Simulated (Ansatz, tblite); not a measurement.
Forces on BeMeBr (CH3BeBr) at its PBE0-D4/def2-TZVP geometry. The state is a singlet with charge 0.

The xTB rows come from tblite.

GFN1-xTB (tblite), largest force 1.63 eV/Å:

```xyz
6
positions Å, forces eV/Å
Be   -0.526    0.051   -0.836    0.174   -0.007    0.277
C     0.363   -0.030    0.578    0.301   -0.030    0.480
H     0.693    0.960    0.909    0.096   -0.301    0.207
H     1.260   -0.646    0.453   -0.065    0.159    0.340
H    -0.219   -0.468    1.395    0.358    0.108    0.070
Br   -1.571    0.134   -2.499   -0.864    0.071   -1.375
```

GFN2-xTB (tblite), largest force 1.00 eV/Å:

```
Be -0.533 0.046 -0.847
C 0.055 -0.006 0.090
H 0.078 -0.368 0.192
H -0.120 0.199 0.354
H 0.400 0.137 0.023
Br 0.118 -0.008 0.189
```

PBE-D4/def2-TZVP (Ansatz), largest force 0.22 eV/Å:

```
Be 0.014 -0.006 0.022
C -0.086 0.008 -0.136
H 0.067 0.196 0.069
H 0.181 -0.122 -0.018
H -0.111 -0.086 0.167
Br -0.065 0.009 -0.103
```
